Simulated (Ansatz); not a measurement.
PBE exchange is replaced step by step with exact exchange (0 % is PBE, 25 % PBE0; no dispersion term), basis def2-TZVP, Ansatz. System: the cluster Li3Sn2. Total charge 0; doublet. Geometry: PBE0-D4/def2-TZVP, each spin state at its own.

Geometry of the doublet:

```
atom   x (Å)   y (Å)   z (Å)
 Li1  -0.518  -1.699   0.259
 Li2  -1.091   1.223   0.725
 Li3   1.847   0.089   1.757
 Sn4   1.095   0.331  -0.794
 Sn5  -1.334   0.055  -1.946
```

In the def2 sets Sn takes a core potential; there is no spin–orbit coupling. At PBE with 35 % exact exchange/def2-TZVP, PBE with 50 % exact exchange/def2-TZVP the charge 0 doublet is spin-contaminated (final ⟨S²⟩ up to 0.96, 0.75 for a pure state). The structure comes from a short search, and lower isomers may exist.

HOMO and LUMO are taken over both spins.

```
exact exchange (%)  HOMO (eV)  LUMO (eV)  gap (eV)   ⟨S²⟩  quartet − doublet (kJ/mol)
                 0      -3.09      -2.50      0.59  0.771                        89.6
                 5      -3.20      -2.39      0.81  0.776                        87.7
                10      -3.32      -2.28      1.03  0.783                        85.8
                15      -3.43      -2.18      1.26  0.791                        83.9
                25      -3.67      -1.96      1.70  0.814                        80.2
                50      -4.29      -1.44      2.85  0.965                        72.4
```

Q: Estimate the row for 35 %.

A: 
```csv
exact exchange (%),HOMO (eV),LUMO (eV),gap (eV),⟨S²⟩,quartet − doublet (kJ/mol)
35,-3.91,-1.75,2.16,0.853,76.8
```
